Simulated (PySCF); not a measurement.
Vertical excitations of a molecule C5H10Si from TDA-M06-2X/def2-SVPD (PySCF 2.14.0), as energy in eV (oscillator strength): 5.52 (0.000), 6.37 (0.006), 6.38 (0.002), 7.14 (0.012), 7.16 (0.004), 7.71 (0.249). Lowest triplet (TDA): 5.06 eV. Coordinates come from a TPSSh-D3(BJ)/def2-SVP optimisation. The values are those of a single conformer.

Problem. Which structure fits?
(A) CC#C[SiH2]CC
(B) [SiH3]CC1=CCC1
(C) CC1=C(C)[SiH2]C1
(D) C[C@H]1C=CC[SiH2]1

Solution. A, CC#C[SiH2]CC
